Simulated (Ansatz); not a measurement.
Geometry optimisation, RKS LDA/def2-SVP in Ansatz 0.2.0.

Input:

```yaml
crystal:
  periodic: [false, false, false]
  atoms:
    - { symbol: Al, position_ang: [0.0, 0.0, 0.0] }
    - { symbol: F, position_ang: [0.0, 0.0, 2.04] }
    - { symbol: C, position_ang: [1.706, 0.0, -0.985] }
    - { symbol: H, position_ang: [2.0356, -1.0462, -1.1552] }
    - { symbol: H, position_ang: [1.5695, 0.508, -1.9624] }
    - { symbol: H, position_ang: [2.4756, 0.5381, -0.3932] }
    - { symbol: C, position_ang: [-1.706, 0.0, -0.985] }
    - { symbol: H, position_ang: [-2.2662, -0.9305, -0.7558] }
    - { symbol: H, position_ang: [-2.3102, 0.8797, -0.6796] }
    - { symbol: H, position_ang: [-1.5043, 0.0508, -2.0753] }
    - { symbol: H, position_ang: [0.0834, 1.7631, 0.5865] }
    - { symbol: H, position_ang: [0.0624, 1.3199, 1.5347] }
basis:
  gaussian: { orbitals: def2-SVP }
hamiltonian:
  xc: lda
relax:
  f_tol: 0.15
  max_steps: 25
  restrain:
    - { distance: [0, 10], at: 2.76, k: 30.0 }
    - { distance: [11, 1], at: 2.12, k: 30.0 }
    - { distance: [0, 1], at: 1.69, k: 30.0 }
    - { distance: [11, 10], at: 0.66, k: 30.0 }
output:
  orbitals: {}
```

Run as:

```bash
$ ansatz run input.yaml --threads 2 --pin off --max-ram 3072MiB --backend cpu --events-out ev --progress --plain --runs-dir out
```

**Question.** Where does it end, and by what steps?

**Answer.** The run converged. The restraints hold the end off the free minimum. After 6 steps the energy has fallen by 1.200 eV (the restraints' own energy left out); H11 moved furthest, 0.74 Å. Parted: Al1–H11. Joined: H11–H12.

```json
{"step": "0", "energy less start (eV)": "0.0000", "largest force component (eV/Å)": "2.264", "accepted": "yes"}
{"step": "1", "energy less start (eV)": "-0.4069", "largest force component (eV/Å)": "2.978", "accepted": "yes"}
{"step": "2", "energy less start (eV)": "-0.6301", "largest force component (eV/Å)": "2.466", "accepted": "yes"}
{"step": "3", "energy less start (eV)": "-0.9868", "largest force component (eV/Å)": "1.630", "accepted": "yes"}
{"step": "4", "energy less start (eV)": "-1.2229", "largest force component (eV/Å)": "0.594", "accepted": "yes"}
{"step": "5", "energy less start (eV)": "-1.1898", "largest force component (eV/Å)": "1.912", "accepted": "yes"}
{"step": "6", "energy less start (eV)": "-1.1996", "largest force component (eV/Å)": "1.834", "accepted": "yes"}
```

```xyz
12
Properties=species:S:1:pos:R:3
Al 0.005 -0.149 -0.094
F -0.002 -0.362 1.578
C 1.732 -0.075 -0.949
H 2.104 -1.098 -1.182
H 1.692 0.482 -1.911
H 2.494 0.404 -0.297
C -1.721 -0.078 -0.953
H -2.328 -0.982 -0.723
H -2.303 0.794 -0.579
H -1.647 0.012 -2.058
H 0.073 2.386 0.991
H 0.048 1.749 1.346
```

Whether the end is a true minimum wasn't checked by a vibrational analysis.

Run time: 34 s on 2 threads of Intel(R) Xeon(R) Processor @ 2.50GHz (Skylake/Cascade Lake), with other jobs on the host, peak memory 0.14 GiB.
